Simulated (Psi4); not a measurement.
Br2Zn (SMILES [Br][Zn][Br]), singlet, at a GFN2-xTB geometry (such geometries of metal compounds can be far from the true shape). Base run: TPSS/pcseg-1 in Psi4.

Here is a job for Psi4.
```
memory 2 GB

molecule {
0 1
Zn   -0.00812161   -0.01195013   -0.01326557
Br   -0.24664341    1.76351145   -1.42520509
Br    0.25360479   -1.75326848    1.43657557
}

set {
  basis pcseg-1
}

energy('tpss')
print_variables()
```

The base run was repeated with changes; each row names its change, and settings that it needs were set with it.

```
change                               ΔE vs base (mEh)  SCF cycles  grid points  basis functions
-----------------------------------  ----------------  ----------  -----------  ---------------
base                                            0.000          10        63620               85
scf_type = out_of_core                          0.070          10        63620               85
dft_nuclear_scheme = becke                     -0.021          10        63606               85
scf_type = pk                                   0.070          10        63620               85
scf_initial_accelerator = none                  0.000          10        63620               85
basis_guess = true                              0.000           7        63620               85
dft_basis_tolerance = 1e-8                      0.000          10        61292               85
df_basis_scf = def2-universal-jkfit             0.000          10        63620               85
d_convergence = 1e-4                            0.000          10        63620               85
dft_pruning_scheme = treutler                   0.000          10        34154               85
diis_max_vecs = 3                               0.000          16        63620               85
dft_radial_scheme = mura                       -0.269          10        65036               85
ints_tolerance = 1e-8                           0.000          10        63620               85
```
